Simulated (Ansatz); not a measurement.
Calculated with Ansatz (gas phase, PBE0-D4/def2-TZVP geometries, no zero-point term in ΔE). CCSD(T)/CBS is the MP2 limit (def2-TZVPP, def2-QZVPP) plus CCSD(T) − MP2 in def2-TZVPP, frozen cores. This one scheme is used for every species, atoms too. Functionals use def2-TZVPP. B3LYP here is the variant with VWN-RPA as its local correlation; programs differ in this. Open shells (•) are unrestricted, without spin–orbit coupling. Spin–orbit coupling would lower the free atoms: a little for Al, B, C, S; clearly for Se. Bonds to Se are less sure, by a few kJ/mol each and by 10 to 20 or more in all where they break to atoms, as the def2 sets lack core-valence functions. Scalar relativity is left out up to krypton. Each species was taken in one conformer, which may not be the lowest.

Reaction (atomization): `C[Se][AlH][BH]S` → Al• + B• + C• + 6 H• + S• + Se•

| level | ΔE (kJ/mol) | difference from CCSD(T)/CBS |
| --- | --- | --- |
| PBE-D4 | 3596.3 | 51.8 |
| r2SCAN-D4 | 3576.5 | 32.0 |
| PBE0-D4 | 3555.5 | 11.0 |
| B3LYP-D4 | 3538.1 | -6.4 |
| ωB97X-V | 3560.2 | 15.7 |
| ωB97M-V | 3549.3 | 4.8 |
| B2PLYP | 3492.0 | -52.5 |
| PBE | 3568.3 | 23.8 |
| r2SCAN | 3569.5 | 25.0 |
| PBE0 | 3531.1 | -13.4 |
| B3LYP | 3492.7 | -51.8 |
| HF/def2-TZVPP | 2627.0 | -917.5 |
| MP2/def2-TZVPP | 3487.4 | -57.1 |
| SCS-MP2/def2-TZVPP | 3473.4 | -71.1 |
| CCSD/def2-TZVPP | 3396.8 | -147.7 |
| CCSD(T)/def2-TZVPP | 3452.5 | -92.0 |
| HF/def2-QZVPP | 2628.0 | -916.5 |
| MP2/def2-QZVPP | 3540.6 | -3.9 |
| SCS-MP2/def2-QZVPP | 3532.6 | -11.9 |
| HF/CBS(def2) | 2628.3 | -916.2 |
| MP2/CBS(def2) | 3579.5 | 35.0 |
| CCSD/CBS(def2) | 3488.9 | -55.6 |
| CCSD(T)/CBS | 3544.5 | 0 |

Largest T1 diagnostic among the species: 0.018.

The D4 term adds +45.5 kJ/mol with B3LYP and +24.3 kJ/mol with PBE0; it sums over pairs of atoms, weighted by their polarisabilities, and B3LYP, whose exchange is more repulsive, gets the larger term. From PBE to PBE0 (25 % exact exchange), in def2-TZVPP and without D4, ΔE moves by −37.2 kJ/mol: exact exchange takes away binding that semilocal exchange gives to molecules. In def2-TZVPP, CCSD(T) changes the Hartree–Fock value by +825.5 kJ/mol (the triples alone add +55.6 kJ/mol) and MP2 by +860.4 kJ/mol; breaking electron pairs costs correlation energy, which Hartree–Fock lacks.

For atomizations the MP2-based limit and the directly extrapolated one differ by several kJ/mol either way, and by 10 to 25 for some Ge, Se and Sn compounds, so smaller differences from it don't rank the levels.
